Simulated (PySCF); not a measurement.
**Working out the ionisation energy of Sb⁺**

Sb⁺ [Kr] 4d10 5s2 5p2 (3P) → Sb²⁺ [Kr] 4d10 5s2 5p1 (2P). Calculation: PySCF 2.14, in def2-TZVPPD with the def2 core potential (28 electrons) (7s5p4d2f, 56 functions); scalar relativity through the core potential. Frozen: nothing. Energies in hartree (1 hartree = 27.21139 eV):

```json
{"part": "UHF", "Sb⁺ (lower)": "-238.961988", "Sb²⁺ (upper)": "-238.373777"}
{"part": "MP2 opposite-spin", "Sb⁺ (lower)": "-0.211837", "Sb²⁺ (upper)": "-0.203257"}
{"part": "MP2 same-spin", "Sb⁺ (lower)": "-0.115012", "Sb²⁺ (upper)": "-0.106071"}
```

**Question.** What does Hartree-Fock give?

**Answer.** (-238.373777) − (-238.961988) = 0.588211 hartree = 16.006 eV.

**Question.** What do MP2 and SCS-MP2 (6/5 opposite-spin, 1/3 same-spin) give?

**Answer.** The opposite-spin parts differ by 0.233 eV and the same-spin parts by 0.243 eV. MP2: 16.006 + (0.233) + (0.243) = 16.482 eV. SCS-MP2: 16.006 + 1.2 × (0.233) + (0.243)/3 = 16.367 eV.

Reference: 16.626 ± 0.025 eV (measured; NIST Atomic Spectra Database, ionization energies), between the lowest levels; spin-orbit coupling is absent from the calculation.

What remains against the reference includes basis incompleteness and correlation beyond second order.
